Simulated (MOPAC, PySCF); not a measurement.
CH3NO, SMILES `[H]/N=C/O` (N–C–O–H torsion 0°), neutral singlet in the gas phase. 

Cartesian coordinates (Å):
SMILES: N(/[H])=C\O
```xyz
6

N     -0.7327    -0.6673    -0.2962
C     -0.0207     0.3076     0.0441
O      1.2736     0.1691     0.3555
H     -1.6861    -0.3887    -0.4972
H     -0.3263     1.3497     0.1329
H      1.4923    -0.7703     0.2608
```
Charge 0, spin multiplicity 1.

All levels are single points at this geometry (CAM-B3LYP-D3(BJ)/def2-TZVP); Pople sets use spherical d functions. Orbital energies aren't observables, and empty levels follow the basis.

TPSSh-D3(BJ)/def2-TZVP in PySCF gives HOMO (eV) = -7.39.

### Question
Estimate the HOMO (eV) from each of these levels: CAM-B3LYP-D3(BJ)/def2-TZVP in PySCF; B3LYP/3-21G in PySCF; M06-2X/6-31G* in PySCF; HF/6-31G* in PySCF; PM7 in MOPAC.

### Answer

| level | HOMO (eV) |
|---|---|
| CAM-B3LYP-D3(BJ)/def2-TZVP in PySCF | -9.64 |
| B3LYP/3-21G in PySCF | -7.10 |
| M06-2X/6-31G* in PySCF | -9.26 |
| HF/6-31G* in PySCF | -11.23 |
| PM7 in MOPAC | -11.18 |
